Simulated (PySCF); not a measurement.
C6H7FN (doublet state).
Cartesian coordinates in Å at the GFN2-xTB level; atoms count from 1:
```xyz
15
C6H7FN angstrom
N      2.9234    0.2715   -0.7048
C      1.9604    0.3199   -0.0911
C      0.7394    0.3640    0.6729
C      0.1466   -1.0538    0.8180
C     -0.7867   -1.1721   -0.3224
C     -1.0323    0.1272   -0.9885
C     -0.3350    1.1561   -0.0959
F     -1.2335    1.6794    0.8107
H      0.9445    0.8371    1.6374
H      0.9216   -1.8277    0.8130
H     -0.3782   -1.1356    1.7804
H     -1.2448   -2.0917   -0.6253
H     -2.0977    0.3623   -1.0840
H     -0.6058    0.1584   -2.0003
H      0.0737    2.0130   -0.6421
```

The hyperfine couplings belong to this conformer and change with its torsions.

The species is `N#C[C@@H]1C[CH]C[C@H]1F` [radical].

Theory: PySCF, UKS B3LYP, pcH-1 on C F H N, non-relativistic, mean-field spin-orbit, GIAO. The structure is a single GFN2-xTB conformer in the gas phase; no vibrational or solvent corrections. Couplings are sensitive to structure, and on GFN2-xTB geometries they can be far from those on DFT ones. No stability test was run, so a lower SCF solution isn't excluded.

Largest spin populations (Mulliken): C5 (+1.02), C4 (-0.09) and C6 (-0.09). C5 is the only atom above +0.15. The positive populations add up to 1.22 and the negative ones to -0.22, together 2S = 1. The angles at C5 add up to 360.0°, so it is planar; its axial dipolar tensor and the negative coupling of its proton fit spin in a p orbital normal to that plane.

Question: Find Q in a(H) = Q·ρ(C) for the protons on the planar carbons that carry spin.

Answer: 
```csv
H,C,ρ(C),a(H) (G),a/ρ (G)
H12,C5,+1.021,-22.78,-22.3
```

One proton gives one ratio, Q = -22.3 G, and no test of linearity.

Question: How do the β-proton couplings of this frozen conformer go with θ, the angle between the C–H bond and the normal to the plane of the spin centre's three neighbours, both seen down the bond from centre to carbon?

Answer: 
```json
{"β H": "H10", "on": "C4", "centre": "C5", "θ (°)": "43", "cos²θ": "0.53", "a (G)": "+29.45"}
{"β H": "H11", "on": "C4", "centre": "C5", "θ (°)": "16", "cos²θ": "0.92", "a (G)": "+51.08"}
{"β H": "H13", "on": "C6", "centre": "C5", "θ (°)": "38", "cos²θ": "0.63", "a (G)": "+33.49"}
{"β H": "H14", "on": "C6", "centre": "C5", "θ (°)": "22", "cos²θ": "0.86", "a (G)": "+48.75"}
```

Fitting the Heller–McConnell form a = ρ(B0 + B2 cos²θ), with Mulliken ρ = 1.02, gives B0 = -1.8 G and B2 = 56.7 G, with a largest miss of 1.0 G. By this fit the coupling would be 56.0 G at θ = 0° and -1.9 G at 90°.

Couplings in gauss use g_iso = 2.0027.
